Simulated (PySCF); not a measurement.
**Working out the ionisation energy of As**

As [Ar] 3d10 4s2 4p3 (4S) → As⁺ [Ar] 3d10 4s2 4p2 (3P). All numbers are calculated (PySCF 2.14, scalar relativity by spin-free X2C-1e, in x2c-TZVPPall with one added diffuse shell each of s, p, d type (7s6p5d1f, 57 functions)). Frozen: [Ne]. Energies in hartree (1 hartree = 27.21139 eV):

| part | As (lower) | As⁺ (upper) |
| --- | --- | --- |
| UHF | -2259.010521 | -2258.664439 |
| MP2 opposite-spin | -0.220399 | -0.212056 |
| MP2 same-spin | -0.112271 | -0.100178 |

Task: What does Hartree-Fock give?

Result: (-2258.664439) − (-2259.010521) = 0.346082 hartree = 9.417 eV.

Task: What do MP2 and SCS-MP2 (6/5 opposite-spin, 1/3 same-spin) give?

Result: The opposite-spin parts differ by 0.227 eV and the same-spin parts by 0.329 eV. MP2: 9.417 + (0.227) + (0.329) = 9.973 eV. SCS-MP2: 9.417 + 1.2 × (0.227) + (0.329)/3 = 9.799 eV.

Measured between the centres of the two terms (NIST): 10.008 eV, so MP2 (valence and next inner shell) is off by -0.035 eV.

What remains against the reference includes basis incompleteness, the frozen core and correlation beyond second order.
